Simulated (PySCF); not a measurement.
# Electron correlation in In³⁸⁺ (indium, charge +38)

[Ne] 3s1, 2S determinant. All numbers are calculated (PySCF 2.14, the spin-free X2C one-electron Hamiltonian (Gaussian nucleus), in an even-tempered Gaussian basis (18 s from 6.6 bohr⁻², ratio 2.5; 12 p from 8.6 bohr⁻², ratio 2.5; 4 d from 32 bohr⁻², ratio 2.7; 4 f from 48 bohr⁻², ratio 2.7)). Frozen: 1s2; 9 electrons correlated; the 22 highest virtual orbitals of each spin left out.

MP2 pair energies summed by pair of shells (mhartree):

```csv
pair,energy,share (%)
2p-2p,-218.52,66.1
2s-2p,-66.45,20.1
2p-3s,-29.32,8.9
2s-2s,-11.44,3.5
2s-3s,-4.93,1.5
```

Total MP2 correlation energy: -330.65 mhartree.

At this charge the one-electron X2C treatment keeps the bare 1/r₁₂, with no two-electron picture change or Breit term. The effect here is smaller than on the frozen 1s shell; and a scalar Hamiltonian misses the large spin-orbit splitting of the p shells, which matters for ns² → np² pairs.
